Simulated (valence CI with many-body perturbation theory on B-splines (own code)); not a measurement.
Hf31+: calculated level list

Computed by relativistic CI+MBPT: five valence electrons over a frozen Dirac-Fock core [Kr], a basis of 7 s, 7 p, 8 d, 6 f, 4 g, 1 h functions for each j, with the one-electron correlation potential Σ1 (screened to all orders), the two-electron term Σ2, the three-electron term Σ3, Breit, model QED; selected single and double excitations, second order for the rest (own B-spline code, finite nucleus).

No measured spectrum was set against this ion. As an estimate, large intervals hold to a few tenths of a per cent, small ones and those within an open d or f shell to about a per cent. Only levels of the ground parity were solved; by the run's estimate the other parity begins above the list, which can be wrong where configurations are misplaced.

Levels 1 to 37 of 37, with energies above the lowest level, (4d3/2^4 4d5/2) J=5/2. "Leading %" is the weight of the configuration and term that name the level; weights of strongly mixed levels are sums over their largest components and can fall short. In the jj column 3d3/2^4 stands for four electrons in 3d with j = 3/2. Lifetimes count E1, E2, E3, M1 and M2 decay at the calculated energies, and are blank where another channel may lead or the interval is too uncertain; long ones can be off by a factor of two.

| No. | Configuration | Term | J | E (cm⁻¹) | Leading % | g | Leading jj | Lifetime |
| --- | --- | --- | --- | --- | --- | --- | --- | --- |
| 1 | 4d5 | 4P | 5/2 | 0 | 29 | 1.407 | 4d3/2^4 4d5/2 (89 %) |  |
| 2 | 4d5 | 6S | 5/2 | 85033 | 39 | 1.324 | 4d3/2^3 4d5/2^2 (82 %) | 42.6 μs |
| 3 | 4d5 | 4G | 7/2 | 120780 | 37 | 1.160 | 4d3/2^3 4d5/2^2 (98 %) | 74.6 μs |
| 4 | 4d5 | 4D | 3/2 | 124430 | 41 | 1.206 | 4d3/2^3 4d5/2^2 (97 %) | 28.4 μs |
| 5 | 4d5 | 2H | 11/2 | 128070 | 40 | 1.123 | 4d3/2^3 4d5/2^2 (97 %) |  |
| 6 | 4d5 | 4G | 9/2 | 139150 | 36 | 1.146 | 4d3/2^3 4d5/2^2 (93 %) | 10.7 ms |
| 7 | 4d5 | 4D | 5/2 | 146070 | 34 | 1.140 | 4d3/2^3 4d5/2^2 (87 %) | 286 μs |
| 8 | 4d5 | 4P | 1/2 | 152230 | 48 | 1.813 | 4d3/2^3 4d5/2^2 (84 %) | 1.60 ms |
| 9 | 4d5 | 2F | 7/2 | 161670 | 38 | 1.091 | 4d3/2^3 4d5/2^2 (95 %) | 817 μs |
| 10 | 4d5 | 2D | 3/2 | 200650 | 55 | 0.786 | 4d3/2^3 4d5/2^2 (78 %) | 152 μs |
| 11 | 4d5 | 2D | 5/2 | 205690 | 31 | 1.261 | 4d3/2^2 4d5/2^3 (81 %) | 15.9 μs |
| 12 | 4d5 | 4D | 7/2 | 226450 | 52 | 1.217 | 4d3/2^2 4d5/2^3 (97 %) | 31.5 μs |
| 13 | 4d5 | 2I | 11/2 | 231500 | 52 | 1.083 | 4d3/2^2 4d5/2^3 (97 %) | 45.4 μs |
| 14 | 4d5 | 4G | 9/2 | 236420 | 55 | 1.147 | 4d3/2^2 4d5/2^3 (93 %) | 46.5 μs |
| 15 | 4d5 | 4D | 1/2 | 243250 | 75 | 0.555 | 4d3/2^2 4d5/2^3 (95 %) | 25.3 μs |
| 16 | 4d5 | 2I | 13/2 | 248600 | 100 | 1.073 | 4d3/2^2 4d5/2^3 (100 %) | 215 μs |
| 17 | 4d5 | 4P | 3/2 | 250150 | 53 | 1.190 | 4d3/2^2 4d5/2^3 (95 %) | 14.8 μs |
| 18 | 4d5 | 2F | 5/2 | 253970 | 41 | 1.017 | 4d3/2^2 4d5/2^3 (94 %) | 28.4 μs |
| 19 | 4d5 | 2H | 9/2 | 271950 | 52 | 1.109 | 4d3/2^2 4d5/2^3 (99 %) | 21.0 μs |
| 20 | 4d5 | 2G | 7/2 | 277060 | 61 | 0.988 | 4d3/2^2 4d5/2^3 (99 %) | 78.3 μs |
| 21 | 4d5 | 4F | 5/2 | 280860 | 61 | 1.046 | 4d3/2^2 4d5/2^3 (96 %) | 21.6 μs |
| 22 | 4d5 | 2D | 3/2 | 286100 | 87 | 0.839 | 4d3/2^2 4d5/2^3 (79 %) | 52.6 μs |
| 23 | 4d5 | 4P | 1/2 | 299260 | 36 | 1.810 | 4d3/2^2 4d5/2^3 (74 %) | 24.8 μs |
| 24 | 4d5 | 2G | 7/2 | 300970 | 43 | 1.046 | 4d3/2^2 4d5/2^3 (92 %) | 36.2 μs |
| 25 | 4d5 | 2G | 9/2 | 323710 | 73 | 1.105 | 4d3/2^2 4d5/2^3 (93 %) | 61.8 μs |
| 26 | 4d5 | 4P | 5/2 | 345300 | 35 | 1.259 | 4d3/2 4d5/2^4 (88 %) | 9.16 μs |
| 27 | 4d5 | 2P | 3/2 | 365440 | 71 | 1.179 | 4d3/2^2 4d5/2^3 (93 %) | 54.9 μs |
| 28 | 4d5 | 4F | 7/2 | 371330 | 31 | 1.192 | 4d3/2 4d5/2^4 (98 %) | 13.2 μs |
| 29 | 4d5 | 2D | 5/2 | 372380 | 68 | 1.136 | 4d3/2^2 4d5/2^3 (76 %) | 23.4 μs |
| 30 | 4d5 | 2H | 11/2 | 379640 | 58 | 1.070 | 4d3/2 4d5/2^4 (98 %) | 15.7 μs |
| 31 | 4d5 | 2D | 3/2 | 381260 | 31 | 0.966 | 4d3/2 4d5/2^4 (92 %) | 10.4 μs |
| 32 | 4d5 | 2G | 9/2 | 399200 | 62 | 1.114 | 4d3/2 4d5/2^4 (92 %) | 19.0 μs |
| 33 | 4d5 | 2D | 5/2 | 411340 | 66 | 1.112 | 4d3/2 4d5/2^4 (78 %) | 16.5 μs |
| 34 | 4d5 | 2G | 7/2 | 419680 | 59 | 0.996 | 4d3/2 4d5/2^4 (94 %) | 18.5 μs |
| 35 | 4d5 | 2P | 1/2 | 444150 | 61 | 1.145 | 4d3/2 4d5/2^4 (84 %) | 17.4 μs |
| 36 | 4d5 | 2D | 3/2 | 487720 | 76 | 0.875 | 4d3/2 4d5/2^4 (91 %) | 11.8 μs |
| 37 | 4d5 | 2D | 5/2 | 518620 | 48 | 1.153 | 4d5/2^5 (88 %) | 6.93 μs |

The ionisation energy to 4d4 3P_0 of the next ion comes out as 1245.7 eV (NIST: 1245 ± 4 eV (theoretical)). All 37 levels together are meant to be complete up to 539160 cm⁻¹.
